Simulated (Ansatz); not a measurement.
Reaction (substitution at a C–C bond): `CC#[C][GeH2][OH]` + `N=C1O[SiH]1O` → `CO[SiH]1OC1=N` + `C#[C][GeH2][OH]`

Isolated molecules relaxed with PBE0-D4/def2-TZVP in Ansatz; ΔE leaves out vibrations. CCSD(T)/CBS adds triple-zeta CCSD(T) − MP2 to the extrapolated MP2 energy (def2 sets, frozen cores). DFT in def2-TZVPP. For Ge outer-core shells are correlated without core-valence functions, which leaves a few kJ/mol of doubt a bond. Scalar relativity is left out up to krypton. Each species was taken in one conformer, which may not be the lowest.

```json
{"level": "ωB97M-V", "ΔE (kJ/mol)": "82.6"}
{"level": "CCSD/def2-TZVPP", "ΔE (kJ/mol)": "80.4"}
{"level": "CCSD(T)/def2-TZVPP", "ΔE (kJ/mol)": "80.7"}
{"level": "HF/CBS(def2)", "ΔE (kJ/mol)": "76.0"}
```

(1) What does CCSD(T)/CBS give? (Estimate.)

Largest T1 diagnostic among the species: 0.016.

Results:

(1) The calculation gave: +81.7 kJ/mol. The listed levels differ from it by 0.9, -1.3, -1.0, -5.7 kJ/mol.

In def2-TZVPP, CCSD(T) changes the Hartree–Fock value by +3.8 kJ/mol (the triples alone add +0.3 kJ/mol) and MP2 by +11.4 kJ/mol.
